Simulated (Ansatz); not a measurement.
`CC#[N+][Au-][F]`, relaxed with RKS PBE0-D4/def2-TZVP in the Gaussian-basis code of Ansatz from a GFN2-xTB geometry. The force threshold is 0.005 eV/Å; the program also tests the step.

Charge 0, multiplicity 1. Au takes the def2 core potential.

Start:

```xyz
8

C     1.169   -0.381    1.162
C     0.205    0.019    0.192
N    -0.571    0.344   -0.592
Au   -1.858    0.622   -1.852
F    -3.194    0.855   -3.146
H     1.058   -1.447    1.364
H     2.173   -0.189    0.786
H     1.018    0.178    2.086
```

| step | energy (eV) | largest force (eV/Å) | largest move (Å) |
| --- | --- | --- | --- |
| 1 | -10019.1978 | 2.172 | 0.000 |
| 2 | -10019.3346 | 0.741 | 0.088 |
| 3 | -10019.3621 | 0.137 | 0.108 |
| 4 (rejected) | -10019.3595 | 0.699 | 0.027 |
| 5 | -10019.3627 | 0.013 | 0.013 |
| 6 | -10019.3629 | 0.001 | 0.016 |
| 7 | -10019.3629 | 0.010 | 0.007 |
| 8 | -10019.3629 | 0.000 | 0.001 |

End:

```xyz
8

C     1.202   -0.374    1.192
C     0.202   -0.063    0.200
N    -0.592    0.184   -0.587
Au   -1.928    0.600   -1.912
F    -3.259    1.015   -3.233
H     1.151   -1.434    1.450
H     2.195   -0.150    0.800
H     1.030    0.220    2.091
```

It took 21 s on 4 threads of an AMD EPYC 7B13 on a shared host, with 0.45 GiB of host memory at the peak.
